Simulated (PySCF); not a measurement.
CH₃IMgO. Atoms are numbered in the order given.

```xyz
7

Mg     0.0000     0.0000    -1.1198
I      0.0000     0.0000     1.4365
O      0.0000     0.0000    -2.8835
C      0.0000     0.0000    -4.2657
H     -0.8909     0.5144    -4.6791
H      0.8909     0.5144    -4.6791
H      0.0000    -1.0287    -4.6791
```
Charge 0, spin multiplicity 1.

Coordinates come from a B3LYP-D3(BJ)/def2-SVP optimisation. The def2 effective core potentials stand for the cores of I; spin–orbit coupling is left out. The values are those of a single conformer.

These are PySCF 2.14.0 with B3LYP-D3(BJ)/def2-SVP values and carry that method's errors.

Frequencies are harmonic and unscaled.

Modes within 1.5 cm⁻¹ of each other (mostly degenerate sets) share a row, with their intensities summed.

```
mode   ν (cm⁻¹)  IR (km/mol)  Raman (Å⁴/amu)  depolarisation  moving atoms (share of kinetic energy)
-----  --------  -----------  --------------  --------------  --------------------------------------
1–2          68          0.8             0.4            0.75         Mg 34 %, C 26 %, H 20 %, O 17 %
3–4         135        117.0             0.5            0.75                         O 47 %, Mg 47 %
5           230          6.3             9.7            0.23         I 30 %, O 24 %, C 21 %, Mg 20 %
6           669         62.5             3.2            0.07                         Mg 63 %, C 24 %
7–8        1185          0.1             0.0               –                          H 76 %, C 19 %
9          1274        454.1             8.3            0.15                          O 60 %, C 35 %
10–11      1474          0.6            47.9            0.75                                  H 96 %
12         1483         45.1            18.1            0.69                          H 88 %, C 11 %
13         2951        177.5           196.8            0.01                                  H 98 %
14–15      3012        128.8           300.2            0.75                          H 90 %, C 10 %
```
